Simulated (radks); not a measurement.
Values are calculated unless marked as measured or tabulated.
The ytterbium ion Yb4+, configuration [Xe] 4f11 5f1 (not the ground configuration).

Level of theory: Dirac Kohn-Sham, exchange-only B88, spin-unpolarised, spherical densities, finite nucleus; open shells are shared between the two j in proportion to 2j + 1; Fermi nuclear charge, rms radius 5.3108 fm (a radial shooting solver on a logarithmic mesh with Libxc functionals).

Energy parts (hartree):
total: -14066.5495
kinetic: 15628.3817
electron-nucleus: -34768.2289
Hartree: 5362.4160
exchange: -289.1183

Orbitals (lengths in bohr, moments of r in powers of bohr; r(max) is where P^2 peaks):
\begin{tabular}{lrrrr}
orbital & occ. & eigenvalue (hartree) & <r^4> & r(max) \\ \hline
1s1/2 & 2 & -2249.995 & 7.559e-07 & 0.01237 \\
2s1/2 & 2 & -383.1610 & 0.0001157 & 0.07077 \\
2p1/2 & 2 & -365.6412 & 0.00007039 & 0.05296 \\
2p3/2 & 4 & -327.1592 & 0.00009811 & 0.05938 \\
3s1/2 & 2 & -88.44717 & 0.004347 & 0.1997 \\
3p1/2 & 2 & -80.70362 & 0.003877 & 0.1875 \\
3p3/2 & 4 & -72.53897 & 0.004962 & 0.2008 \\
3d3/2 & 4 & -59.33334 & 0.003446 & 0.1581 \\
3d5/2 & 6 & -57.55025 & 0.003717 & 0.1618 \\
4s1/2 & 2 & -19.48762 & 0.1037 & 0.4550 \\
4p1/2 & 2 & -16.34785 & 0.1149 & 0.4561 \\
4p3/2 & 4 & -14.47768 & 0.1470 & 0.4842 \\
4d3/2 & 4 & -9.30103 & 0.1954 & 0.4841 \\
4d5/2 & 6 & -8.95684 & 0.2113 & 0.4931 \\
5s1/2 & 2 & -4.11882 & 3.085 & 1.039 \\
5p1/2 & 2 & -3.18586 & 4.557 & 1.114 \\
5p3/2 & 4 & -2.89709 & 5.892 & 1.189 \\
4f5/2 & 4.71429 & -2.60261 & 0.7049 & 0.4696 \\
4f7/2 & 6.28571 & -2.54544 & 0.7465 & 0.4744 \\
5f5/2 & 0.428571 & -0.68422 & 249.2 & 2.946 \\
5f7/2 & 0.571429 & -0.68236 & 253.0 & 2.963 \\
\end{tabular}

The highest occupied level is 5f7/2 at -18.568 eV. The density falls to 0.001 e/bohr^3 at r = 4.18 bohr.
